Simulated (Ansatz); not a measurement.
Geometry optimisation, Ansatz 0.2.0, UKS PBE/def2-SVP.

Input:

```yaml
crystal:
  periodic: [false, false, false]
  atoms:
    - { symbol: O, position_ang: [-0.4592, -1.1659, 1.0039] }
    - { symbol: C, position_ang: [-0.3935, -0.4975, -0.0484] }
    - { symbol: Se, position_ang: [1.2414, 0.3637, -0.4816] }
    - { symbol: H, position_ang: [-0.83861, -1.75667, 1.70185] }
    - { symbol: H, position_ang: [0.8127, 1.6372, 0.2227] }
magnetization:
  spin_polarized: true
basis:
  gaussian: { orbitals: def2-SVP }
hamiltonian:
  xc: pbe
relax:
  f_tol: 0.02
  max_steps: 50
```

Command:

```bash
$ ansatz run input.yaml --threads 2 --pin off --max-ram 3072MiB --backend cpu --events-out ev --progress --plain --runs-dir out
```

**Question.** Where does it end, and by what steps?

**Answer.** It converged. After 9 steps the energy has fallen by 2.117 eV; C2 moved furthest, 0.72 Å.

| step | energy less start (eV) | largest force component (eV/Å) | accepted |
| --- | --- | --- | --- |
| 0 | 0.0000 | 4.147 | yes |
| 1 | -0.3940 | 2.512 | yes |
| 2 | -0.7416 | 2.610 | yes |
| 3 | -1.1148 | 2.503 | yes |
| 4 | -1.6408 | 1.836 | yes |
| 5 | -1.9751 | 1.378 | yes |
| 6 | -2.0499 | 1.380 | yes |
| 7 | -2.1114 | 0.316 | yes |
| 8 | -2.1157 | 0.132 | yes |
| 9 | -2.1166 | 0.006 | yes |

```xyz
5
Properties=species:S:1:pos:R:3
O -0.217 -1.501 0.950
C -0.376 -0.222 0.619
Se 1.289 0.364 -0.146
H -1.072 -1.785 1.337
H 0.739 1.724 -0.362
```

Whether the end is a true minimum wasn't checked by a vibrational analysis.

Time of the run: 16 s on 2 threads of Intel(R) Xeon(R) Platinum 8259CL CPU @ 2.50GHz (Skylake/Cascade Lake), on a shared host, peak memory 0.18 GiB.
